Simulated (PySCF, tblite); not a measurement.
Isomers of C6H7O (doublet state), one GFN2-xTB conformer each. Single-point energies are computed at B3LYP/pcH-1 (PySCF, gas phase, no added dispersion term), electronic only. GFN2-xTB treats the open shell by occupation alone, and not every SCF solution was tested for stability.

```tsv
SMILES	GFN2-xTB relative energy (kcal/mol)
C[CH]c1ccco1	0.0
O=C/[C]=C\C1CC1	56.9
CC1=CC[CH]C1=O	14.7
```

Conformers: `[CH3:1][CH:2][c:3]1[cH:4][cH:5][cH:6][o:7]1` (doublet state) with C1–C2–C3–C4 180°; `[O:1]=[CH:2]/[C:3]=[CH:4]\[CH:5]1[CH2:6][CH2:7]1` (doublet state) with C3–C4–C5–C6 146°.

Question: What does B3LYP/pcH-1 give for the same structures?

Answer: 
| SMILES | B3LYP/pcH-1 E (Eh) | B3LYP/pcH-1 (kcal/mol) | GFN2-xTB (kcal/mol) | point group |
| --- | --- | --- | --- | --- |
| C[CH]c1ccco1 | -308.03931 | 0.0 | 0.0 | Cs |
| CC1=CC[CH]C1=O | -308.03923 | 0.0 | 14.7 | Cs |
| O=C/[C]=C\C1CC1 | -307.96258 | 48.1 | 56.9 | C1 |

Both levels put the same isomer lowest; measured from each level's own lowest isomer, the values differ by up to 14.7 kcal/mol (CC1=CC[CH]C1=O: 14.7 against 0.0). As drawn, the highest has a three-membered ring, which the lowest lacks. Neighbours under 5.0 kcal/mol apart (C[CH]c1ccco1 and CC1=CC[CH]C1=O) can change places with a better method, another conformer or zero-point energy.

Question: What happens when harmonic zero-point energies from GFN2-xTB frequencies are added?

Answer: 
```json
{"SMILES": "C[CH]c1ccco1", "ZPE (kcal/mol)": "69.1", "electronic (kcal/mol)": "0.0", "with ZPE (kcal/mol)": "0.7"}
{"SMILES": "CC1=CC[CH]C1=O", "ZPE (kcal/mol)": "68.3", "electronic (kcal/mol)": "0.0", "with ZPE (kcal/mol)": "0.0"}
{"SMILES": "O=C/[C]=C\\C1CC1", "ZPE (kcal/mol)": "67.6", "electronic (kcal/mol)": "48.1", "with ZPE (kcal/mol)": "47.3"}
```

The zero-point energies span 1.5 kcal/mol. CC1=CC[CH]C1=O becomes the lowest.
